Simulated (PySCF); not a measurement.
NMR data sheet: C$_{5}$H$_{11}$PSi

```
Formula        : C5H11PSi
SMILES         : C=C[Si]1(P)CCC1
Carbon signals : 4
Proton signals : 8
```

Bonds (- single, = double, # triple, : aromatic): C1=C2, C2-Si3, Si3-P4, Si3-C5, C5-C6, C6-C7, C7-Si3. C1 carries H8, H9; C2 carries H10; P4 carries H11, H12; C5 carries H13, H14; C6 carries H15, H16; C7 carries H17, H18. H8 is cis to Si3; H9 is trans to Si3.

PySCF calculation with shielding tensors at PBE0/pcSseg-1 (GIAO) and GFN2-xTB geometry; a single conformation, one averaged value for each set of equivalent atoms, gas phase, non-relativistic.

Chemical shifts δ = σref − σ; ¹H (31.72 ppm) and ¹³C (186.93 ppm) and ²⁹Si (349.16 ppm) against TMS; H3PO4 for ³¹P (318.38 ppm), all at this level.

| carbon | δC, type | δH (multiplicity) | HMBC from (2–3 bonds) | span of the C tensor (ppm) |
| --- | --- | --- | --- | --- |
| C1 | 142.4, CH2 | H8 6.15 (m); H9 6.50 (m) | H10 | 245 |
| C2 | 148.0, CH | 7.07 (m) | H9, H8, H14/H18, H13/H17, H11/H12 | 250 |
| C5/C7 | 17.3, CH2 | H13 1.37 (m); H14 1.68 (m) | H10, H15, H16, H14/H18, H13/H17, H11/H12 | 39 |
| C6 | 21.4, CH2 | H15 2.45 (m); H16 2.34 (m) | H14/H18, H13/H17 | 30 |

Other nuclei:
| atoms | nucleus | environment | δ (ppm) | σ (ppm) |
| --- | --- | --- | --- | --- |
| H11/H12 | ¹H | hydrogen on a phosphorus bonded to Si | 1.09 | 30.62 |
| P4 | ³¹P | phosphorus bonded to Si, 2 H | -316.1 | 634.4 |
| Si3 | ²⁹Si | silicon bonded to 3 C, P, in a 4-membered ring | 16.1 | 333.1 |

1. δC 148.0: alkene CH; an sp2 carbon of a C=C bond.
2. δC 142.4: terminal =CH2 carbon; the olefinic region.
3. δC 21.4: sp3 CH2 in a ring; a saturated carbon with 2 carbon neighbours and no heteroatom attached.
4. δH 7.07: hydrogen on an alkene CH; a vinylic proton, deshielded by the sp2 carbon and the C=C anisotropy.
5. δH 6.50, 6.15: hydrogen on a terminal =CH2 carbon; attached to an sp2 carbon and in the plane of the double bond.

Splittings by ³¹P in the carbon and heteronuclear signals aren't shown, as no couplings were computed. Shifts are as computed. Against solution values, carbons near 30 ppm lie about +3 ppm off and those near 130 ppm about +5 ppm. Of 1211 compounds with measured shifts, 218 miss one by over three times the rms of a fit or turn the order of signals round; such compounds aren't used in these exercises. Experimental scales use liquid or dissolved standards, which lie at an offset from isolated H3PO4. No couplings were computed; multiplicities are counted from neighbouring protons, with m where these are inequivalent, close in shift, in a saturated or five-membered ring or joined by F or P, and br s for small geminal =CH2 splittings.
